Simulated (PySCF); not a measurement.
ethynyl anion (C₂H), SMILES [C-]#C, charge -1.

Geometry optimised at PBE-D3(BJ)/def2-TZVPD.

Level of theory: PBE/def2-TZVPD run with PySCF.

 A positive occupied level means that this level leaves the electron formally unbound; only the finite basis holds it.

Q: Estimate the frontier levels, gap, dipole moment and polarisability. (An estimate is asked for; the answer gives what the named calculation found.)

A: 
```yaml
highest_occupied_level: 0.55 eV
lowest_empty_level: 4.40 eV
orbital_gap: 3.86 eV
dipole_moment_about_the_centre_of_nuclear_charge: 3.43 D
mean_static_polarisability: 41.7 bohr³ (6.18 Å³)
polarisability_principal_values: 34.5, 34.5, 56.0 bohr³
```
